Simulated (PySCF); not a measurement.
SMILES [SiH3][SiH2][Si](C)(C)C (GFN2-xTB optimised geometry):

```
20

C      2.207    -1.970    -0.436
Si     1.447    -0.270     0.000
C      2.117     0.242     1.716
C      2.098     1.001    -1.272
Si    -0.889    -0.270     0.000
Si    -1.880     1.822     0.000
H      1.889    -2.733     0.269
H      1.898    -2.293    -1.426
H      3.294    -1.946    -0.424
H      1.801    -0.456     2.486
H      3.203     0.279     1.734
H      1.753     1.226     1.999
H      3.183     1.056    -1.272
H      1.786     0.744    -2.280
H      1.720     1.997    -1.058
H     -1.391    -1.044     1.151
H     -1.396    -1.043    -1.149
H     -3.294     1.839     0.383
H     -1.812     2.467    -1.315
H     -1.202     2.733     0.930
```

Calculation: PBE0/def2-SVP (PySCF).

What are the frontier orbital energies and the dipole moment?

HOMO-2 -8.52 eV, HOMO-1 -8.35 eV, HOMO -7.72 eV, LUMO 0.06 eV, LUMO+1 0.27 eV; dipole moment 1.18 D.

Meta-Löwdin charges at PBE0/def2-SVP: C1 -0.54, Si2 0.68, C3 -0.54, C4 -0.54, Si5 0.07, Si6 0.22, H7 0.11, H8 0.11, H9 0.11, H10 0.11, H11 0.11, H12 0.11, H13 0.11, H14 0.11, H15 0.11, H16 -0.07, H17 -0.07, H18 -0.07, H19 -0.08, H20 -0.08.
